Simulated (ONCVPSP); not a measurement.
# How hard is this oxygen ONCV potential?

oxygen, optimised norm-conserving Vanderbilt (ONCV), made with ONCVPSP 4.0.1 (PBE, non-relativistic). Core [He], reference 2s2 2p4. Waves: 2s: rc 0.70 bohr, ncon 4, nbas 8, qcut 11.2 1/bohr, 2 projectors, debl 1.9 Ha; 2p: rc 1.10 bohr, ncon 5, nbas 8, qcut 13.1 1/bohr, 2 projectors, debl 2.7 Ha; d scattering state at 0.1 Ha: rc 1.20 bohr, ncon 5, nbas 8, qcut 9.4 1/bohr, 2 projectors, debl 3.1 Ha. Local part: polynomial inside 0.45 bohr (lpopt 5, dvloc0 -1 Ha). Core correction: Teter function, fcfact 6, rcfact 1.2.

Task: For each optimised wave give the share of its norm inside rc, the residual kinetic energy above qcut (Ha) and the cutoffs (Ha) for errors of 10, 1, 0.1 and 0.01 mHa per electron.

Result:

| wave | norm inside rc | residual KE | 10 mHa | 1 mHa | 0.1 mHa | 0.01 mHa |
| --- | --- | --- | --- | --- | --- | --- |
| 2s | 0.186 | 3.6e-05 | 30.3 | 43.4 | 54.4 | 302.4 |
| s projector 2 | 0.057 | 3.7e-04 | 23.9 | 38.3 | 212.4 | 455.6 |
| 2p | 0.499 | 1.5e-06 | 41.1 | 56.4 | 68.6 | 78.2 |
| p projector 2 | 0.079 | 4.4e-06 | 39.1 | 56.5 | 70.5 | 81.7 |
| d projector 1 | 0.000 | 4.4e-09 | 0.2 | 0.5 | 2.1 | 7.7 |
| d projector 2 | 0.162 | 7.3e-05 | 18.8 | 31.1 | 42.8 | 73.1 |

The occupied waves need 56 Ha and 69 Ha for 1 and 0.1 mHa. Rows with under 1 % of the norm inside rc give no meaningful cutoff.
